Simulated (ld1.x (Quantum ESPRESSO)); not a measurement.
# platinum (Pt), ultrasoft: configuration errors across variants

ld1.x (Quantum ESPRESSO) 7.5 input, shortened:

```
&input
   title='Pt', zed=78., rel=1, dft='PW91', iswitch=3,
   config='[Xe] 4f14 5d9 6s1 6p0'
 /
 &inputp
   pseudotype=3, tm=.true., lloc=-1, rcloc=2.15,
   nlcc=.false.,
   which_augfun='PSQ', rmatch_augfun_nc=.true.
 /
6
5S  1  0   2.00   0.00  1.30  1.45  0.0
6S  2  0   1.00   0.00  1.30  1.45  0.0
5P  2  1   6.00   0.00  1.80  2.20  0.0
6P  3  1   0.00   0.00  1.80  2.20  0.0
5D  3  2   9.00   0.00  1.15  1.50  0.0
5D  3  2   0.00  -0.10  1.15  1.50  0.0
 &test
   configts(1)='5s2 5p6 5d9 6s1 6p0'
 /
```

All-electron excitation energies from the reference (eV): (1) 5s2 5p6 5d9 6s0 6p0 9.272; (2) 5s2 5p6 5d8 6s0 6p0 29.315; (3) 5s2 5p6 5d7 6s0 6p0 61.612; (4) 5s2 5p6 5d9.5 6s0.5 6p0 -0.118; (5) 5s1 5p6 5d9 6s1 6p0 108.609; (6) 5s2 5p6 5d8 6s2 6p0 0.993; (7) 5s2 5p6 5d8 6s1 6p0 11.233.

The overlap operator is not positive definite (basis up to 400 Ry) in “all radii scaled by about 0.75 (s 1.08, p 1.66, d 1.12 bohr, rcut 0.98/1.36/0.86); local potential all-electron potential smoothed inside 1.62 bohr (lloc = -1)”, “all radii scaled by about 0.85 (s 1.24, p 1.88, d 1.28 bohr, rcut 1.10/1.54/0.98); local potential all-electron potential smoothed inside 1.84 bohr (lloc = -1)”. Such files are unfit for use, however small their errors in these radial tests.

Tests that are not counted but printed errors over 1 eV. “all radii scaled by about 1.23 (s 1.78, p 2.70, d 1.84 bohr, rcut 1.60/2.22/1.42); local potential all-electron potential smoothed inside 2.64 bohr (lloc = -1)”: 5s2 5p6 5d9 6s0 6p0 (solver errors, printed error -2773 eV).

1 further variants failed, have other tests or too few solved ones, and are left out.

Errors AE − PS in meV (a dash: test not solved or not reliable):

| change | (1) | (2) | (3) | (4) | (5) | (6) | (7) | bound ghosts |
| --- | --- | --- | --- | --- | --- | --- | --- | --- |
| base | -6.1 | -5.9 | -5.9 | -3.0 | -120 | -1.3 | +0.1 | none |
| all radii scaled by about 0.75 (s 1.08, p 1.66, d 1.12 bohr, rcut 0.98/1.36/0.86); local potential all-electron potential smoothed inside 1.62 bohr (lloc = -1) | -2.2 | -3.9 | -13 | -1.4 | -68 | +5.7 | +0.5 | not determined (overlap not positive) |
| all radii scaled by about 0.85 (s 1.24, p 1.88, d 1.28 bohr, rcut 1.10/1.54/0.98); local potential all-electron potential smoothed inside 1.84 bohr (lloc = -1) | +2.0 | +5.0 | +57 | +2.1 | +84 | +25 | +11 | not determined (overlap not positive) |
| all radii scaled by about 0.92 (s 1.34, p 2.04, d 1.38 bohr, rcut 1.20/1.66/1.06); local potential all-electron potential smoothed inside 2.00 bohr (lloc = -1) | -3.1 | -3.9 | -2.5 | -1.5 | -31 | +6.9 | +3.7 | none |
| all radii scaled by about 1.23 (s 1.78, p 2.70, d 1.84 bohr, rcut 1.60/2.22/1.42); local potential all-electron potential smoothed inside 2.64 bohr (lloc = -1) | – | – | – | – | – | – | – | none |
| all radii scaled by about 1.29 (s 1.86, p 2.84, d 1.92 bohr, rcut 1.68/2.32/1.48); local potential all-electron potential smoothed inside 2.76 bohr (lloc = -1) | – | – | – | – | – | – | – | none |
| all radii scaled by about 1.40 (s 2.02, p 3.08, d 2.10 bohr, rcut 1.82/2.52/1.60); local potential all-electron potential smoothed inside 3.00 bohr (lloc = -1) | – | – | – | – | – | – | – | none |

Q: Give the same row for: all radii scaled by about 1.06 (s 1.54, p 2.32, d 1.58 bohr, rcut 1.38/1.90/1.22); local potential all-electron potential smoothed inside 2.28 bohr (lloc = -1).

A: -14, -11, -8.1, -5.6, -221, -15, -1.7; bound ghosts: none.
